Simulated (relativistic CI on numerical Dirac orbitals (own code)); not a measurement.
# The spin-orbit constant of Cl³⁺ from its measured fine structure

Problem. The ground term 3P of Cl³⁺ (3s2.3p2) has the measured levels J = 0: 0.0, J = 1: 491.0, J = 2: 1341.0 cm⁻¹ (Moore, Atomic Energy Levels, vol. I, NSRDS-NBS 35 (1971 reprint of NBS Circular 467, 1949)). Test the interval rule and estimate ζ(3p).

Working.
1. In LS coupling E(J) − E(J − 1) = AJ. The intervals give A = 491.0 (J = 1), 425.0 (J = 2) cm⁻¹.
2. These values spread by 15 % of their mean, from second-order spin-orbit mixing with other terms and from spin-spin terms.
3. The whole width divided by the sum of the upper J values gives a mean A = 447.0 cm⁻¹.
4. For the Hund term of a shell that is less than half full, A = +ζ/2S with 2S = 2, so ζ = 894 cm⁻¹.

Check. The value calculated from Dirac-Coulomb-Breit radial functions of this configuration is ζ = 894 cm⁻¹, 0 % below the estimate from measurement. The same recipe applied to the calculated levels returns 882 cm⁻¹, which shows the bias of the recipe itself. Where the interval rule fails, the estimate is only rough.
